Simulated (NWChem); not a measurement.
The numbers come from NWChem runs, not from measurements. System: CH₃OS, charge 0, spin multiplicity 2, at a geometry optimised with UPBE0/def2-SVP. The structure started from a generated list of species. Its SCF solution wasn't tested for a lower state. Level: G0W0@UPBE0/def2-TZVP, RI basis def2-tzvp-rifit.

Input file:

```
start mol
memory heap 200 mb stack 700 mb global 1700 mb
geometry units angstroms nocenter noautoz
  C      0.311755    -1.391362     0.000000
  S     -0.509635     0.219337     0.000000
  O      0.608802     1.246816     0.000000
  H      0.938095    -1.481646    -0.899429
  H     -0.462966    -2.172454     0.000000
  H      0.938095    -1.481646     0.899429
  symmetry group Cs
end
basis spherical
  * library def2-tzvp
end
basis "ri basis" bse spherical
  * library def2-tzvp-rifit
end
dft
  xc pbe0
  odft
  mult 2
  iterations 100
  direct
  tolerances tight
end
task dft energy
gw
  states alpha occ 4 vir 2
  states beta occ 4 vir 2
end
task dft gw
```

Output (cleaned and shortened):

```
             Northwest Computational Chemistry Package (NWChem) 7.3.0
             --------------------------------------------------------

                                NWChem Input Module
                                -------------------

 Scaling coordinates for geometry "geometry" by  1.889725989
 (inverse scale =  0.529177249)

 Turning off AUTOSYM since
 SYMMETRY directive was detected!

                             Geometry "geometry" -> ""
                             -------------------------

 Output coordinates in angstroms (scale by  1.889725989 to convert to a.u.)

  No.       Tag          Charge          X              Y              Z
 ---- ---------------- ---------- -------------- -------------- --------------
    1 C                    6.0000     0.31175500    -1.39136200     0.00000000
    2 S                   16.0000    -0.50963500     0.21933700     0.00000000
    3 O                    8.0000     0.60880200     1.24681600     0.00000000
    4 H                    1.0000     0.93809500    -1.48164600    -0.89942900
    5 H                    1.0000    -0.46296600    -2.17245400     0.00000000
    6 H                    1.0000     0.93809500    -1.48164600     0.89942900

 Effective nuclear repulsion energy (a.u.)     106.4863059269

            Nuclear Dipole moment (a.u.)
            ----------------------------
        X                 Y               Z
 ---------------- ---------------- ----------------
     0.0000188973     0.0000037795     0.0000000000

      Symmetry information
      --------------------

 Group name             Cs
 Group number              2
 Group order               2
 No. of unique centers     5

      Symmetry unique atoms

     1    2    3    4    5


 Summary of "ao basis" -> "" (spherical)
 ------------------------------------------------------------------------------
       Tag                 Description            Shells   Functions and Types
 ---------------- ------------------------------  ------  ---------------------
 *                         def2-tzvp                  on all atoms

 new library libraries.bse/

 Summary of "ri basis" -> "" (spherical)
 ------------------------------------------------------------------------------
       Tag                 Description            Shells   Functions and Types
 ---------------- ------------------------------  ------  ---------------------
 *                      def2-tzvp-rifit               on all atoms

                                 NWChem DFT Module
                                 -----------------

 Summary of "ao basis" -> "ao basis" (spherical)
 ------------------------------------------------------------------------------
       Tag                 Description            Shells   Functions and Types
 ---------------- ------------------------------  ------  ---------------------
 C                         def2-tzvp                11       31   5s3p2d1f
 S                         def2-tzvp                13       37   5s5p2d1f
 O                         def2-tzvp                11       31   5s3p2d1f
 H                         def2-tzvp                 4        6   3s1p

 Summary of "ao basis" -> "ao basis" (spherical)
 ------------------------------------------------------------------------------
       Tag                 Description            Shells   Functions and Types
 ---------------- ------------------------------  ------  ---------------------
 C                         def2-tzvp                11       31   5s3p2d1f
 S                         def2-tzvp                13       37   5s5p2d1f
 O                         def2-tzvp                11       31   5s3p2d1f
 H                         def2-tzvp                 4        6   3s1p

      Symmetry analysis of basis
      --------------------------

        a'         78
        a"         39

            General Information
            -------------------
          SCF calculation type: DFT
          Wavefunction type:  spin polarized.
          No. of atoms     :     6
          No. of electrons :    33
           Alpha electrons :    17
            Beta electrons :    16
          Charge           :     0
          Spin multiplicity:     2
          Use of symmetry is: on ; symmetry adaption is: on
          Maximum number of iterations: 100
          This is a Direct SCF calculation.
          AO basis - number of functions:   117
                     number of shells:    47
          Convergence on energy requested:  1.00D-06
          Convergence on density requested:  1.00D-05
          Convergence on gradient requested:  5.00D-04

              XC Information
              --------------
                         PBE0 Method XC Functional
                     Hartree-Fock (Exact) Exchange  0.250
          PerdewBurkeErnzerhof Exchange Functional  0.750
            Perdew 1991 LDA Correlation Functional  1.000 local
           PerdewBurkeErnz. Correlation Functional  1.000 non-local

             Grid Information
             ----------------
          Grid used for XC integration:  medium
          Radial quadrature: Mura-Knowles
          Angular quadrature: Lebedev.
          Tag              B.-S. Rad. Rad. Pts. Rad. Cut. Ang. Pts.
          ---              ---------- --------- --------- ---------
          C                   0.70       49           8.0       434
          S                   1.00       88           8.0       590
          O                   0.60       49          10.0       434
          H                   0.35       45          10.0       434
          Grid pruning is: on
          Number of quadrature shells:   276
[...]
 Vector   16  Occ=1.000000D+00  E=-2.875182D-01  Symmetry=a'
              MO Center=  1.6D-01,  5.2D-01, -1.6D-15, r^2= 2.2D+00
   Bfn.  Coefficient  Atom+Function         Bfn.  Coefficient  Atom+Function
  ----- ------------  ---------------      ----- ------------  ---------------
    74      0.294376  3 O  px                77      0.248587  3 O  px
    75     -0.239679  3 O  py                46     -0.205837  2 S  px
    78     -0.202618  3 O  py                80      0.193132  3 O  px
    36      0.179955  2 S  s                  7     -0.170494  1 C  py
    81     -0.171129  3 O  py                49     -0.161523  2 S  px

 Vector   17  Occ=0.000000D+00  E=-1.047690D-01  Symmetry=a"
              MO Center= -9.6D-02,  4.6D-01,  3.6D-15, r^2= 2.2D+00
   Bfn.  Coefficient  Atom+Function         Bfn.  Coefficient  Atom+Function
  ----- ------------  ---------------      ----- ------------  ---------------
    48      0.404081  2 S  pz                51      0.389379  2 S  pz
    76     -0.320496  3 O  pz                82     -0.317732  3 O  pz
    79     -0.266485  3 O  pz               102      0.214721  4 H  s
   114     -0.214721  6 H  s                 45      0.185673  2 S  pz
    39     -0.147305  2 S  pz                14      0.118160  1 C  pz

 Vector   18  Occ=0.000000D+00  E= 2.679306D-02  Symmetry=a'
              MO Center= -3.9D-01, -6.2D-02, -1.4D-15, r^2= 3.8D+00
   Bfn.  Coefficient  Atom+Function         Bfn.  Coefficient  Atom+Function
  ----- ------------  ---------------      ----- ------------  ---------------
     5      1.816626  1 C  s                 50      1.098627  2 S  py
    73     -0.773372  3 O  s                102     -0.679116  4 H  s
   114     -0.679116  6 H  s                108     -0.415816  5 H  s
    47      0.383014  2 S  py                80      0.335104  3 O  px
    49      0.285360  2 S  px                13      0.250877  1 C  py

 Vector   19  Occ=0.000000D+00  E= 5.342493D-02  Symmetry=a'
              MO Center=  3.0D-01, -1.3D+00, -9.3D-16, r^2= 5.4D+00
   Bfn.  Coefficient  Atom+Function         Bfn.  Coefficient  Atom+Function
  ----- ------------  ---------------      ----- ------------  ---------------
     5      3.019618  1 C  s                102     -1.465620  4 H  s
   114     -1.465620  6 H  s                108     -1.387317  5 H  s
    36     -0.825994  2 S  s                 49     -0.532567  2 S  px
    73      0.492210  3 O  s                 12      0.310891  1 C  px
    50     -0.277864  2 S  py                46     -0.253179  2 S  px

   alpha - beta orbital overlaps
   -----------------------------

   alpha      1      2      3      4      5      6      7      8      9     10
    beta      1      2      3      4      7      5      6      8      9     10
 overlap   1.000  1.000  1.000  1.000  1.000  0.999  0.999  0.999  0.995  0.995

   alpha     11     12     13     14     15     16     17     18     19     20
    beta     12     11     13     15     14     16     17     18     19     20
 overlap   0.953  0.981  0.983  0.944  0.996  0.999  0.989  0.996  0.950  0.954

   alpha     21     22     23     24     25     26     27     28     29     30
    beta     21     22     23     24     25     26     27     28     29     30
 overlap   1.000  0.998  0.997  0.998  0.999  0.998  0.999  0.999  0.993  0.995

   alpha     31     32     33     34     35     36     37     38     39     40
    beta     31     33     32     34     35     36     37     38     39     40
 overlap   0.997  0.950  0.993  0.996  0.955  0.999  0.992  0.996  0.999  0.999

   alpha     41     42     43     44     45     46     47     48     49     50
    beta     41     42     43     44     45     46     47     48     49     50
 overlap   0.999  1.000  0.998  0.997  1.000  1.000  0.999  0.992  0.998  0.990

   alpha     51     52     53     54     55     56     57     58     59     60
    beta     51     52     53     54     55     56     57     59     58     60
 overlap   0.975  0.957  0.967  0.948  0.969  0.963  0.980  0.979  0.997  0.999

   alpha     61     62     63     64     65     66     67     68     69     70
    beta     61     62     63     64     65     66     67     68     69     70
 overlap   0.999  0.993  0.993  0.998  0.994  0.999  0.994  0.999  0.999  1.000

   alpha     71     72     73     74     75     76     77     78     79     80
    beta     71     72     75     73     74     76     77     78     79     80
 overlap   1.000  0.999  0.998  0.999  0.999  0.999  1.000  1.000  1.000  1.000

   alpha     81     82     83     84     85     86     87     88     89     90
    beta     81     82     83     84     85     86     87     88     89     90
 overlap   1.000  1.000  0.999  0.995  0.999  0.996  1.000  1.000  1.000  0.999

   alpha     91     92     93     94     95     96     97     98     99    100
    beta     91     92     93     94     95     96     97     98     99    100
 overlap   1.000  0.999  1.000  1.000  1.000  1.000  1.000  1.000  1.000  1.000

   alpha    101    102    103    104    105    106    107    108    109    110
    beta    101    102    103    104    105    106    107    108    109    110
 overlap   0.999  1.000  0.998  0.999  0.999  0.998  1.000  0.999  1.000  1.000

   alpha    111    112    113    114    115    116    117
    beta    111    112    113    114    115    116    117
 overlap   0.999  1.000  1.000  1.000  1.000  1.000  1.000

     --------------------------
     Expectation value of S2:
     --------------------------
      <S2> =      0.7571 (Exact =     0.7500)

 center of mass
 --------------
 x =  -0.04173058 y =   0.15249371 z =   0.00000000

 moments of inertia (a.u.)
 ------------------
         214.390615656267          -6.022196181981           0.000000000000
          -6.022196181981          67.808803135761           0.000000000000
           0.000000000000           0.000000000000         270.553424775466

     Multipole analysis of the density
     ---------------------------------

     L   x y z        total         alpha         beta         nuclear
     -   - - -        -----         -----         ----         -------
     0   0 0 0     -0.000000    -17.000000    -16.000000     33.000000

     1   1 0 0     -0.300714     -0.087733     -0.213001      0.000019
     1   0 1 0     -1.171620     -1.080946     -0.090678      0.000004
     1   0 0 1     -0.000000      0.000000     -0.000000      0.000000

     2   2 0 0    -18.945092    -27.873036    -25.633863     34.561808
     2   1 1 0     -1.192626     -0.945724      0.083985     -0.330887
     2   1 0 1      0.000000      0.000000      0.000000      0.000000
     2   0 2 0    -18.927930    -71.672207    -68.427563    121.171840
     2   0 1 1     -0.000000     -0.000000     -0.000000      0.000000
     2   0 0 2    -18.131481    -13.039165    -10.870103      5.777786

 Task  times  cpu:        9.0s     wall:        9.0s

                                NWChem Input Module
                                -------------------

                                 NWChem GW Module
                                 ----------------

                             ***********************
                             ***        GW       ***
                             ***********************

 Summary of "ri basis" -> "ri basis" (spherical)
 ------------------------------------------------------------------------------
       Tag                 Description            Shells   Functions and Types
 ---------------- ------------------------------  ------  ---------------------
 C                      def2-tzvp-rifit             22       76   8s6p4d3f1g
 S                      def2-tzvp-rifit             29      113   9s7p6d5f2g
 O                      def2-tzvp-rifit             22       76   8s6p4d3f1g
 H                      def2-tzvp-rifit              7       15   4s2p1d

                 Memory Information
                 ------------------
          Available GA per process is          1699.8 MBs
          Available stack per process is        700.0 MBs
          Available heap per process is           0.0 MBs

          Peak memory in Initialization
              Peak GA per process is                 11.1 MBs
              Peak stack per process is               0.2 MBs
              Peak heap per process is               11.4 MBs
              Memory not in MA per process            0.0 MBs

          Peak memory in AFF Calculation
              Peak GA per process is                101.8 MBs
              Peak stack per process is              83.9 MBs
              Peak heap per process is                0.0 MBs
              Memory not in MA per process           83.9 MBs

          Computing 2-center integrals
          Computing Inverse Cholesky factor
          Computing 3-center integrals
          Computing V_xc ...

          Computing Sigma_x
          Computing RPA polarizability
          Solving quasiparticle equations

                  Alpha Orbitals
          State     Energy (eV)     Error (eV)
          -----------------------------------
@GW        14        -12.960           0.004
@GW        15        -13.228           0.002
@GW        16        -10.243           0.005
@GW        17         -8.885           0.004
@GW        18          2.874           0.005
@GW        19          3.323           0.004

                   Beta Orbitals
          State     Energy (eV)     Error (eV)
          -----------------------------------
@GW        13        -14.172           0.004
@GW        14        -12.909           0.005
@GW        15        -11.977           0.005
@GW        16         -9.921           0.005
@GW        17         -0.504           0.002
@GW        18          3.015           0.005

   Applying  -2.0519 eV scissor-shift to rest of particle states

   Applying   2.3437 eV scissor-shift to rest of hole states

   Applying  -2.0969 eV scissor-shift to rest of particle states

   Applying   2.3469 eV scissor-shift to rest of hole states

     GW Timing Statistics
   ------------------------
   Init.   :          0.0s
     ERIs  :          0.5s
     Distr.:          0.0s
     Vxc   :          0.9s
   Sigma_x :          0.0s
   RPA     :          3.5s
   Wmn     :          0.0s
   Sigma_c :          0.0s
   GW total:          5.1s

 Task  times  cpu:        5.1s     wall:        5.1s

 Total times  cpu:       14.0s     wall:       14.0s
```
